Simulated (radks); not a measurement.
The numbers below are computed, except where a source is named.
Problem. These are the eigenvalues of the occupied orbitals of an atom or ion with whole-number occupations (eV). Level of theory: Dirac Kohn-Sham, PBE, spin-unpolarised, spherical densities, finite nucleus; Fermi nuclear charge, rms radius of each element as measured or else 0.836 A^(1/3) + 0.57 fm (a radial shooting solver on a logarithmic mesh with Libxc functionals).

orbital  eigenvalue
1s1/2     -55027.61
2s1/2     -12709.92
2p1/2     -12416.27
2p3/2     -11668.58
5d3/2     -1732.809
5d5/2     -1721.337

Which element is it, and in what charge state? The configuration may be excited. Open shells, if any, are shared by 2j + 1.

Solution. Z = 64, gadolinium, charge +55: Gd55+ in [He] 2s2 2p4 5d1. The list shows which subshells hold electrons but not how many an open one holds; the 1s level, -2022.2 hartree, gives Z - s = 63.6 by -(Z - s)^2/2, which with screening and relativity narrows Z to a few neighbours, and the depths of the outer levels then fix element, charge and occupations together.
